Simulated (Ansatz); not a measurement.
Cartesian coordinates in Å:
```
F 1.432 1.398 0.011
C 0.760 0.214 -0.070
B -0.177 -0.556 0.888
C -0.661 0.097 -0.427
F -1.112 -0.393 -1.617
H 1.371 -0.564 -0.552
H -0.374 -1.174 1.876
H -1.239 0.977 -0.108
```

Total charge 0; spin multiplicity 1.

(1) List the ωB97M-V/def2-TZVPP orbital energies in eV (Ansatz 0.2.0). (Estimate.)

## Answers

(1) The calculation gave: Occupied: -677.59, -677.59, -283.69, -283.68, -189.21, -36.59, -36.48, -25.97, -20.29, -18.23, -17.80, -16.58, -15.88, -15.27, -15.09, -14.21, -12.83, -10.78, -10.41. Lowest empty: -0.43, 2.45, 2.49, 2.94, 3.24, 4.72, 5.25, 5.31.
